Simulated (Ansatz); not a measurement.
InH2(NH2) (InNH₄). Total charge 0; triplet. Geometry B3LYP-D4/def2-TZVP, that of the neutral singlet; atoms count from 1.

```xyz
6

In    0.5307    0.7806   -0.1882
H    -0.3774    2.1900   -0.5559
H     2.2265    0.5299   -0.0999
N    -0.5844   -0.8598    0.2068
H    -0.2037   -1.7631    0.4399
H    -1.5917   -0.8776    0.1973
```

In the def2 sets In takes a core potential; there is no spin–orbit coupling. At PBE0-D4/def2-TZVP a singlet of charge 0 lies 4.23 eV below the triplet at the same geometry.

Estimate the Mulliken populations from the PBE0/def2-TZVP orbitals of Ansatz.


```tsv
atom	charge (e)	spin (α − β)
In1	-0.17	1.14
H2	-0.08	-0.07
H3	-0.08	-0.07
N4	-0.25	1.06
H5	0.29	-0.03
H6	0.29	-0.03
```
Mulliken values depend strongly on the basis.

Where does the spin sit?

Summed by element: In 1.14, H -0.19, N 1.06, of 2 unpaired in all. Largest on single atoms: In1 1.14, N4 1.06, H2 -0.07.

And the Mayer bond orders between heavy atoms (over 0.3)?

In1–N4 0.46 (2.02 Å).
